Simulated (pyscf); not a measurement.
HO–Mo(Cl)(Cl)–Cl [singlet] -> O=MoH(Cl)(Cl)–Cl, a hydrogen shift (singlet surface; H–O broken, H–Mo formed). Structures and frequencies: ωB97X-D3(BJ)/def2-SVP in PySCF. Energies in kcal/mol from the reactant's lowest minimum found.

Small-basis levels: PySCF, no dispersion term, spherical d functions. AM1 to PM7: differences of heats of formation from MOPAC, which are fitted to 298 K values and so differ in kind from electronic energies by zero-point and thermal terms. Cost: rough CPU time at the saddle relative to B3LYP/6-31G*+LANL2DZ, from one job on a shared machine.

| level | barrier | reaction energy | cost |
|---|---|---|---|
| MP2/6-31G*+LANL2DZ | 32.4 | -27.3 | 0.2 |
| BP86/6-31G*+LANL2DZ | 22.4 | -12.2 | 2 |
| B3LYP/6-31G*+LANL2DZ | 35.4 | +1.6 | 1 |
| M06-2X/6-31G*+LANL2DZ | 44.2 | +13.6 | 3 |
| B3LYP/6-311+G**+LANL2DZ | 37.2 | +5.4 | 2 |
| PBE/def2-SVP | 16.6 | -21.3 | 2 |
| B3LYP/def2-SVP | 29.5 | -8.5 | 1 |
| PM6 | 38.4 | +13.8 | under 0.02 |
| PM7 | 37.8 | -0.8 | under 0.02 |
| ωB97M-D3(BJ)/def2-TZVP | 35.4 | -1.3 | – |

Against the last row the barrier runs from -18.8 (PBE/def2-SVP) to +8.8 kcal/mol (M06-2X/6-31G*+LANL2DZ). ωB97M-D3(BJ)/def2-TZVP has limits of its own. HO–Mo(Cl)(Cl)–Cl [singlet] is an excited spin state, 20.2 kcal/mol over the triplet at ωB97X-D3(BJ)/def2-TZVP. O=MoH(Cl)(Cl)–Cl lies 18.4 kcal/mol over its isomer HO–Mo(Cl)(Cl)–Cl [triplet] (electronic energy, ωB97M-D3(BJ)/def2-TZVP). This is the saddle that the search found; another between the same sides may lie lower. A restricted singlet here is unstable towards spin polarisation, as is usual where a triplet lies low; its energy is less safe. In the def2 sets elements past Kr carry core potentials, without spin-orbit coupling.
